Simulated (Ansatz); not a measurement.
Start from `[Cl][GeH2][I]` and change one element to get `Cl[SiH2]I`.

Ansatz, PBE0-D4/def2-TZVP geometries, multiplicity 1. 

Elements past krypton have def2 core potentials. Scalar relativity is left out up to krypton.

```tsv
property	`[Cl][GeH2][I]`
LUMO energy (PBE/def2-TZVPP) / eV	-2.33
size of the dipole moment (ωB97M-V/def2-TZVPP) / D	1.65
HOMO energy (B3LYP/def2-TZVPP) / eV	-7.65
HOMO–LUMO gap (ωB97M-V/def2-TZVPP) / eV	10.43
HOMO–LUMO gap (B3LYP/def2-TZVPP) / eV	5.90
HOMO–LUMO gap (PBE0/def2-TZVPP) / eV	6.43
```

Task: What does the change do to each property? (Best estimate.)

Result: The calculation gave: 
| property | `Cl[SiH2]I` | shift |
| --- | --- | --- |
| LUMO energy (PBE/def2-TZVPP) / eV | -1.74 | 0.59 |
| size of the dipole moment (ωB97M-V/def2-TZVPP) / D | 1.00 | -0.65 |
| HOMO energy (B3LYP/def2-TZVPP) / eV | -7.69 | -0.04 |
| HOMO–LUMO gap (ωB97M-V/def2-TZVPP) / eV | 11.02 | 0.59 |
| HOMO–LUMO gap (B3LYP/def2-TZVPP) / eV | 6.58 | 0.68 |
| HOMO–LUMO gap (PBE0/def2-TZVPP) / eV | 7.06 | 0.63 |

With PBE0 the HOMO falls by 0.05 eV and the LUMO rises by 0.58 eV, so the gap widens by about 0.63 eV. PBE moves the HOMO by -0.05 eV and ωB97M-V by -0.04 eV. Dipoles are sizes alone; their direction can turn.

B3LYP here is the variant with VWN-RPA as its local correlation; programs differ in this.

Spin–orbit coupling is left out; it splits and shifts lone-pair levels of the heavy atoms by tenths of an eV.
